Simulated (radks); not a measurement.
The numbers below are computed, except where a source is named.
Ionisation of Lu+, [Xe] 4f14 6s2, to Lu2+, [Xe] 4f14 6s1, under several functionals. Scalar-relativistic Kohn-Sham, spin-unpolarised, spherical densities, finite nucleus; a radial shooting solver on a logarithmic mesh with Libxc functionals.

functional	E(Lu+) (hartree)	Exc (hartree)	IE (eV)	-e(HOMO) (eV)	<r> HOMO (bohr)	IE error (eV)
MS2 meta-GGA	-14560.7946	-298.9069	14.283	11.154	3.270	+0.153
PBEsol	-14556.8170	-295.4003	14.290	11.086	3.255	+0.160
B86b exchange with PBE correlation	-14562.4327	-301.0259	14.305	11.080	3.261	+0.175
LDA (Slater exchange, VWN5 correlation)	-14552.4841	-291.0755	14.563	11.286	3.235	+0.433
RPBE	-14561.7446	-300.3400	14.119	10.945	3.284	-0.011
exchange-only PBE	-14557.1311	-295.6626	13.626	10.335	3.311	-0.504
SOGGA	-14556.2726	-294.8526	14.156	10.973	3.262	+0.026

NIST Atomic Spectra Database: 14.13 eV (semi-empirical). Closest: RPBE. The Delta-SCF values span 0.94 eV, the total energies 9.95 hartree. The highest occupied level is 6s. Spin polarisation and multiplet splitting are left out, so open shells lie too high by an amount that depends on their filling.

Beside tabulated values, note that spin-unpolarised runs miss the spin-polarisation part of the exchange energy of open shells.
